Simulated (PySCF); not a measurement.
Ti(I)(SH)3 (H₃IS₃Ti), SMILES [SH][Ti]([I])([SH])[SH], multiplicity 1. The structure is a stationary point at PBE-D3(BJ)/def2-SVP. The spin state was assumed, not searched. The def2 effective core potentials stand for the cores of I; spin–orbit coupling is left out. One conformer was computed; it need not be the lowest.

Computed equilibrium geometry at PBE-D3(BJ)/def2-SVP (PySCF confirms it by a frequency run) as bond lengths and angles (one conformer of several):
Atoms: Ti1 I2 S3 H4 S5 H6 S7 H8. Bonds (Å): Ti1–I2 2.574, Ti1–S3 2.260, Ti1–S5 2.270, Ti1–S7 2.276, S3–H4 1.371, S5–H6 1.368, S7–H8 1.371. Bond angles (°): I2–Ti1–S3 113.3, I2–Ti1–S5 111.5, I2–Ti1–S7 112.6, S3–Ti1–S5 105.0, S3–Ti1–S7 103.8, S5–Ti1–S7 110.1, Ti1–S3–H4 87.8, Ti1–S5–H6 87.1, Ti1–S7–H8 88.2.
Charge 0, spin multiplicity 1.
